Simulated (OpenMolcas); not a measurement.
Mo3+: the spin-orbit constant, worked from levels

```json
{"Program": "OpenMolcas 26.06", "Basis": "ANO-RCC-VQZP [8s7p5d3f2g1h]", "Scalar Hamiltonian": "DKH2, point nucleus", "Active space": "3 electrons in 10 orbitals (4d 5d)", "State averaging": "2S+1 = 4 even, 10 roots; 2S+1 = 2 even, 40 roots", "Spin-orbit coupling": "state interaction with AMFI integrals over the reference wave functions, term energies averaged over their components"}
```

Methods: CASSCF; MS-CASPT2, IPEA 0.25 Eh, imaginary shift 0.1 Eh (closed shells correlated: 4s 4p). Measured levels: Sugar and Musgrove, J. Phys. Chem. Ref. Data 17, 155 (1988).

**The spin-orbit constant.** For the Hund term 4F of d3, E(J) = (A/2) J(J+1) + constant and ζ = 2S·A = 3A. From J = 3/2 to J = 9/2 the energy changes by 10.5 A.

```json
{"Source": "CASSCF", "E(9/2) - E(3/2)": "2806.3", "A": "267.3", "ζ": "802"}
{"Source": "MS-CASPT2", "E(9/2) - E(3/2)": "2808.1", "A": "267.4", "ζ": "802"}
{"Source": "measured", "E(9/2) - E(3/2)": "2864.6", "A": "272.8", "ζ": "818"}
```

All in cm-1. MS-CASPT2 is off by -2.0 % and CASSCF by -2.0 %. Both methods take the spin-orbit matrix elements from the reference wave functions, so the second can move ζ only through the term energies and any multistate remixing. Second-order mixing with other terms is absorbed into this ζ.

CASPT2 does not keep the components of a term degenerate, so their means are used; among the terms shown or strongly mixed into the levels shown the widest spread is 650 cm-1 (4d3 4F, MS-CASPT2). Active for correlation alone: 5d; no level in the range computed is led by a configuration that fills it, so any true level of that kind is missing. Without dynamic correlation excited terms often stand tens of per cent too high (terms of higher spin than the ground term too low), and those without a measured partner can miss by more than the paired ones (holds for CASSCF). Measured partners are found by configuration, term and J. A level has none where our copy of the source lacks it or the pairing is in doubt (some pairs that miss far off the trend of their configuration count as doubtful), and it then counts in no deviation. Levels of configurations outside the active space are missing.
